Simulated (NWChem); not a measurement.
CH$_{4}$CdO; SMILES C[O][CdH]

```xyz
7

Cd     0.0067     0.6312    -0.0002
H      0.4535     2.2135     0.0065
O     -0.5290    -1.2641     0.0003
C      0.3050    -2.3712    -0.0001
H      0.9712    -2.4351     0.8871
H     -0.3055    -3.2952     0.0064
H      0.9621    -2.4415    -0.8935
```
Atoms are numbered in this order, from 1.

Computed with NWChem. Geometry: optimised at PBE0/def2-SVP. def2 effective core potentials on Cd; no spin-orbit coupling. Ions are spin-unrestricted doublets at the neutral geometry. Hybrids' shares of exact exchange are those that their runs print; pure functionals count as 0. The functionals differ in more than this share.

```
row                 share of exact exchange  ΔSCF ionisation energy minus −ε(HOMO) (eV)
------------------  -----------------------  ------------------------------------------
PBE/def2-SVP                           0.00                                        3.74
r2SCAN/def2-SVP                        0.00                                        3.45
B3LYP/def2-SVP                         0.20                                        2.80
BHandHLYP/def2-SVP                     0.50                                        0.95
M06-2X/def2-SVP                        0.54                                    withheld
```

Problem. Fit a straight line of the last column on the one before it, predict the withheld value, and compare with the run.

Solution. 
1. Means of the 4 shown rows: x = 0.175, y = 2.735. Slope Σ(x − x̄)(y − ȳ)/Σ(x − x̄)² = -0.8795/0.1675 = -5.251; intercept 3.654.
2. The shown rows scatter about the line by 0.153 (root mean square); the largest residual is -0.20, at r2SCAN/def2-SVP.
3. At x = 0.54 (M06-2X/def2-SVP; beyond the shown range) the line gives 0.82.
4. The run gives 1.14, +0.32 from the line, 2.1 times the scatter. The line crosses zero at a share of 0.70, outside the shown range.
